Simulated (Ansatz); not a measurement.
`BN[SiH3]` + `[NH2][AlH][OH]` → `B[O][AlH][NH2]` + `N[SiH3]`  (ligand exchange at a B–N bond)

Isolated molecules relaxed with PBE0-D4/def2-TZVP in Ansatz; ΔE leaves out vibrations. CCSD(T)/CBS is the MP2 limit (def2-TZVPP, def2-QZVPP) plus CCSD(T) − MP2 in def2-TZVPP, frozen cores. This one scheme is used for every species. DFT in def2-TZVPP. One conformer a species, not always the lowest.

```json
{"level": "PBE-QIDH", "ΔE (kcal/mol)": "-0.5"}
{"level": "CCSD/def2-SVP", "ΔE (kcal/mol)": "-2.2"}
{"level": "HF/def2-TZVPP", "ΔE (kcal/mol)": "-4.3"}
{"level": "MP2/def2-TZVPP", "ΔE (kcal/mol)": "0.0"}
```

(1) What does CCSD(T)/CBS give? (Best estimate.)

Largest T1 diagnostic among the species: 0.013.

Answers

(1) The calculation gave: -0.2 kcal/mol. The listed levels differ from it by -0.3, -2.0, -4.1, 0.2 kcal/mol.

Leaving LDA and LC-ωPBE aside and taking each functional with its dispersion term where it has one, the values, not all of them listed here, spread over 2.9 kcal/mol, from BHLYP-D4 to revPBE-D4. LDA lies +0.8 kcal/mol from PBE without D4. In def2-TZVPP, CCSD(T) changes the Hartree–Fock value by +4.1 kcal/mol (the triples alone add +0.6 kcal/mol) and MP2 by +4.3 kcal/mol.
